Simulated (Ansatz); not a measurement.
Input file for Ansatz (a quantum-chemistry and plane-wave program): R-r2SCAN/def2-TZVPPD on H4OSi (SMILES O[SiH3]) with ghost functions, monomers drawn apart or pushed together. Files ending in .json are basis or fitting sets from the Basis Set Exchange.

Ansatz 0.2 input:
```yaml
crystal:
  periodic: [false, false, false]
  atoms:
    - {symbol: O, position_ang: [0.35117939, 0.69567791, 3.41151438]}
    - {symbol: Si, position_ang: [-0.41186287, -0.59478225, 4.09953204]}
    - {symbol: H, position_ang: [0.42781061, 0.71989558, 2.45365400]}
    - {symbol: H, position_ang: [-1.81887317, -0.71141525, 3.63925206]}
    - {symbol: H, position_ang: [-0.38236135, -0.36104335, 5.55693662]}
    - {symbol: H, position_ang: [0.27486475, -1.87286952, 3.78332617]}
basis:
  gaussian:
    orbitals: def2-TZVPPD.json
    ghost_atoms:
      - {symbol: N, position_ang: [0.50565064, 0.47640010, -1.19338060]}
      - {symbol: N, position_ang: [0.49268073, 0.56277065, -0.10672647]}
hamiltonian:
  xc: {name: r2SCAN}
scf: {lower_state_search: off}
```

The head of its log:

```
Functional definition: r2SCAN
[...]
these checks for a lower state are left out or cut short: stability, starts, cluster_reference, orbital_swaps, neighbouring_geometries, increment
integrals: 0.13 GiB planned
1079 factors; their error is unknown
mean field: 0.95 GiB planned
mean field evaluation 1: about -9985.1580 eV, gradient 5.6e1 eV
mean field evaluation 2: about -9966.6097 eV, gradient 1.1e2 eV
```

Question: Give the final energy of this run.

Answer: -367.1320 hartree.
